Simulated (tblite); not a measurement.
C₅H₁₅BO.
Bonds: C1–C2, C2–C3, C2–B4, B4–O5, O5–C6, O5–C7. Hydrogens: H8, H9, H10 on C1; H11 on C2; H12, H13, H14 on C3; H15, H16 on B4; H17, H18, H19 on C6; H20, H21, H22 on C7.

Computed with GFN2-xTB (tblite), gas phase: Langevin dynamics at 300 K from the optimised GFN2-xTB geometry, time step 0.5 fs, friction 0.01 fs⁻¹, 2000 steps.

Start geometry:
```
atom  x, y, z in Å
C1     -1.466   -1.344    0.362
C2     -1.210   -0.082   -0.466
C3     -2.504    0.734   -0.550
B4     -0.022    0.844    0.152
O5      1.322   -0.153    0.355
C6      2.296    0.450    1.184
C7      1.876   -0.566   -0.879
H8     -2.277   -1.938   -0.064
H9     -0.576   -1.970    0.410
H10    -1.743   -1.072    1.379
H11    -0.983   -0.403   -1.491
H12    -3.317    0.142   -0.972
H13    -2.356    1.611   -1.176
H14    -2.802    1.072    0.439
H15    -0.247    1.206    1.260
H16     0.355    1.712   -0.573
H17     2.682    1.372    0.737
H18     1.814    0.689    2.129
H19     3.119   -0.250    1.353
H20     2.280    0.285   -1.437
H21     2.670   -1.296   -0.699
H22     1.079   -1.026   -1.456
```

The statistics below take the 31 frames saved every 25 fs from 250 to 1000 fs; their kinetic temperature (all 3N coordinates) averages 296 K.

Problem. How do the bond lengths spread?

Solution. 
```tsv
bond	start (Å)	mean (Å)	standard deviation (Å)	shortest (Å)	longest (Å)
C1–C2	1.531	1.535	0.033	1.467	1.608
C2–C3	1.531	1.535	0.038	1.457	1.621
C2–B4	1.628	1.634	0.042	1.544	1.753
B4–O5	1.685	1.735	0.087	1.611	1.962
O5–C6	1.414	1.420	0.029	1.355	1.480
O5–C7	1.414	1.418	0.029	1.338	1.469
C1–H8	1.091	1.094	0.034	1.030	1.186
C1–H9	1.089	1.094	0.037	1.010	1.173
C1–H10	1.088	1.096	0.032	1.037	1.163
C2–H11	1.099	1.109	0.035	1.038	1.178
C3–H12	1.090	1.092	0.031	1.033	1.162
C3–H13	1.088	1.090	0.020	1.058	1.152
C3–H14	1.088	1.086	0.021	1.046	1.153
B4–H15	1.187	1.200	0.047	1.107	1.306
B4–H16	1.193	1.198	0.025	1.143	1.258
C6–H17	1.095	1.100	0.024	1.046	1.154
C6–H18	1.087	1.090	0.021	1.039	1.124
C6–H19	1.094	1.093	0.029	1.039	1.159
C7–H20	1.095	1.102	0.029	1.056	1.154
C7–H21	1.094	1.095	0.029	1.041	1.143
C7–H22	1.086	1.091	0.025	1.038	1.131
```

Problem. Give the same statistics for bond angles, one of each kind among heavy atoms.

Solution. 
| angle | start (°) | mean (°) | standard deviation (°) | smallest (°) | largest (°) |
| --- | --- | --- | --- | --- | --- |
| C1–C2–C3 | 109.1 | 109.0 | 3.0 | 100.7 | 114.7 |
| C1–C2–B4 | 112.7 | 113.0 | 3.4 | 107.1 | 121.7 |
| C3–C2–B4 | 109.6 | 109.8 | 3.4 | 102.5 | 115.9 |
| C2–B4–O5 | 107.0 | 108.2 | 4.4 | 98.5 | 115.2 |
| B4–O5–C6 | 111.6 | 110.9 | 3.7 | 104.1 | 122.4 |
| C6–O5–C7 | 111.5 | 112.0 | 3.5 | 105.4 | 119.2 |

Problem. How far does each atom move about its mean position (frames aligned on the start, all atoms weighted alike), and what rms force does it feel?

Solution. 
```csv
atom,rms displacement (Å),rms force (eV/Å)
C1,0.31,2.12
C2,0.13,1.83
C3,0.19,1.87
B4,0.15,1.44
O5,0.18,1.54
C6,0.26,1.59
C7,0.32,1.86
H8,0.44,1.13
H9,0.53,1.22
H10,0.41,1.05
H11,0.33,1.13
H12,0.33,1.07
H13,0.43,0.75
H14,0.34,0.86
H15,0.22,1.07
H16,0.24,0.67
H17,0.46,0.86
H18,0.52,0.86
H19,0.46,1.03
H20,0.47,0.93
H21,0.42,1.05
H22,0.61,0.93
```

The displacements run from 0.13 to 0.61 Å, the largest at H22.

Problem. Follow the torsions C1–C2–B4–O5 and C2–B4–O5–C6 through every second one of these frames.

Solution. 
| t (fs) | C1–C2–B4–O5 (°) | C2–B4–O5–C6 (°) |
| --- | --- | --- |
| 250 | 65 | 177 |
| 300 | 64 | 175 |
| 350 | 50 | -174 |
| 400 | 52 | 171 |
| 450 | 52 | 176 |
| 500 | 52 | -173 |
| 550 | 48 | 179 |
| 600 | 57 | 160 |
| 650 | 60 | 170 |
| 700 | 57 | 180 |
| 750 | 59 | -166 |
| 800 | 68 | -169 |
| 850 | 80 | -160 |
| 900 | 81 | -156 |
| 950 | 72 | -139 |
| 1000 | 69 | -112 |

Largest departure from the start value over all these frames: C1–C2–B4–O5 28° (start 53°), C2–B4–O5–C6 53° (start -165°).

The run is classical and short, so these are rough statistics of one trajectory.

What follows is the cost of the whole dynamics run. The run took 14 s of wall time on one thread of an Arm Neoverse V1 (shared host), and the process peaked at 0.18 GiB of memory.
